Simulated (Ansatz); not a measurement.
```yaml
crystal:
  periodic: [false, false, false]
  atoms:
    - {symbol: N, position_ang: [0.510412, 1.042436, 0.849137]}
    - {symbol: Si, position_ang: [0.216741, -0.183428, -0.273311]}
    - {symbol: F, position_ang: [1.644242, -0.631033, -0.810650]}
    - {symbol: S, position_ang: [-0.822791, -1.708995, 0.747192]}
    - {symbol: I, position_ang: [-1.010203, 0.438579, -2.298720]}
    - {symbol: H, position_ang: [1.248877, 1.709719, 0.691802]}
    - {symbol: H, position_ang: [-0.244351, 1.428915, 1.391962]}
    - {symbol: H, position_ang: [-1.450727, -2.153291, -0.353311]}
basis:
  gaussian: {orbitals: def2-TZVPD}
hamiltonian: {xc: {name: HF}}
correlation: {method: mp2, frozen_orbitals: {N: 0}}
output: {forces: true}
```

```sh
$ ansatz run in.yaml --threads 4 --pin off --events-out ev --progress --plain --max-ram 10444MiB
```

Shortened log:

```
Functional definition: HF
Error: "frozen_orbitals" has no count for Si
```

Question: Something in this input is off. What?

Answer: Frozen orbitals are typed for one element alone, and the program wants a count for each. The program refused the input.
